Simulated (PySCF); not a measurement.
HgI, SMILES [I][Hg+], charge +1. Coordinates come from a PBE-D3(BJ)/def2-TZVP optimisation. The spin state was assumed, not searched. The def2 effective core potentials stand for the cores of Hg, I; spin–orbit coupling is left out.

Computed equilibrium geometry at PBE-D3(BJ)/def2-TZVP (PySCF confirms it by a frequency run) as Cartesian coordinates in Å, and its point group:
point group C∞v.
```xyz
2

Hg     0.0000     0.0000    -1.0293
I      0.0000     0.0000     1.5536
```
Charge +1, spin multiplicity 1.
